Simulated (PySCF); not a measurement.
Compound: C₅H₁₀Si₂.
Numbering: `[CH:1]#[C:2][CH2:3][C@@H:4]1[CH2:5][SiH2:6][SiH2:7]1`

Definitions: NICS(0) = −σiso at the ring centroid; NICS(1) = −σiso and NICS(1)zz = −σzz at ±1 Å along the ring normal z. Level: GIAO PBE0/pcSseg-1 (PySCF, non-relativistic, gas phase) on the GFN2-xTB geometry, one conformer.

Ring bond lengths (Å), with Mayer bond orders in brackets: C4–C5 1.550 (0.97), C5–Si6 1.922 (0.91), Si6–Si7 2.323 (0.92), Si7–C4 1.936 (0.87).

**Question.** Give the NICS values of each ring in ppm.

**Answer.** 
```csv
ring,type,NICS(0),"NICS(1), two faces","NICS(1)zz, two faces",rms pucker (Å),"centre to ring atoms, mean (Å)"
C4–C5–Si6–Si7,4-membered ring with 2 Si; formal bonds all single,1.3,-0.8 / -0.6,5.8 / 6.3,0.09,1.36
```

**Question.** What can be read from them?

**Answer.** 
- C4–C5–Si6–Si7: mean NICS(1)zz 6.1 ppm, deshielded. C4, C5, Si6, Si7 have four or more neighbours; no verdict on aromaticity is drawn.

**Question.** At the first NICS(1) probe listed for ring C4–C5–Si6–Si7, 1 Å off the ring, how large is the induced field along the normal in 1 T applied along it?

**Answer.** NICSzz × B0 = 5.8 ppm × 1 T = 6 μT, along the applied field.

**Question.** Give the inner angles of the rings and the Hirshfeld charges of the ring atoms.

**Answer.** 
- C4–C5–Si6–Si7: C4 100.8° (-0.101 e), C5 101.1° (-0.164 e), Si6 78.2° (+0.245 e), Si7 77.8° (+0.233 e); sum 358.0° against 360° for a flat convex ring.

**Question.** How shielded are the nuclei of the rings and their hydrogens (means over atoms taken as equivalent)?

**Answer.** 
```json
{"atoms": "C4", "environment": "sp3 carbon bound to silicon", "σ isotropic (ppm)": "161.1", "principal values of the symmetric part, first atom (ppm)": "144.1, 165.7, 173.4"}
{"atoms": "C5", "environment": "sp3 carbon bound to silicon", "σ isotropic (ppm)": "171.8", "principal values of the symmetric part, first atom (ppm)": "146.8, 169.7, 198.8"}
{"atoms": "Si6", "environment": "SiH2 silicon", "σ isotropic (ppm)": "418.1", "principal values of the symmetric part, first atom (ppm)": "371.9, 409.0, 473.3"}
{"atoms": "Si7", "environment": "SiH2 silicon", "σ isotropic (ppm)": "401.4", "principal values of the symmetric part, first atom (ppm)": "358.1, 367.7, 478.5"}
{"atoms": "H on C4", "environment": "methine hydrogen", "σ isotropic (ppm)": "29.50", "principal values of the symmetric part, first atom (ppm)": "26.0, 28.3, 34.2"}
{"atoms": "H on C5", "environment": "methylene hydrogen", "σ isotropic (ppm)": "29.51", "principal values of the symmetric part, first atom (ppm)": "25.6, 29.9, 33.0"}
{"atoms": "H on C5", "environment": "methylene hydrogen", "σ isotropic (ppm)": "30.00", "principal values of the symmetric part, first atom (ppm)": "25.6, 27.1, 37.3"}
{"atoms": "H on Si6", "environment": "Si–H hydrogen", "σ isotropic (ppm)": "27.25", "principal values of the symmetric part, first atom (ppm)": "24.0, 25.2, 32.6"}
{"atoms": "H on Si6", "environment": "Si–H hydrogen", "σ isotropic (ppm)": "27.21", "principal values of the symmetric part, first atom (ppm)": "24.2, 25.1, 32.3"}
{"atoms": "H on Si7", "environment": "Si–H hydrogen", "σ isotropic (ppm)": "27.14", "principal values of the symmetric part, first atom (ppm)": "24.0, 24.7, 32.7"}
{"atoms": "H on Si7", "environment": "Si–H hydrogen", "σ isotropic (ppm)": "26.76", "principal values of the symmetric part, first atom (ppm)": "23.2, 26.9, 30.2"}
```

Hardware: one thread, Intel Xeon at 2.50 GHz (x86_64), no GPU, on a shared host. Cost: 1.7 min wall, 76 s CPU, 0.76 GiB resident at most. This is the whole shielding run at PBE0/pcSseg-1, SCF included.

Conformer computed: `[CH:1]#[C:2][CH2:3][C@@H:4]1[CH2:5][SiH2:6][SiH2:7]1`: C2–C3–C4–C5 61°.
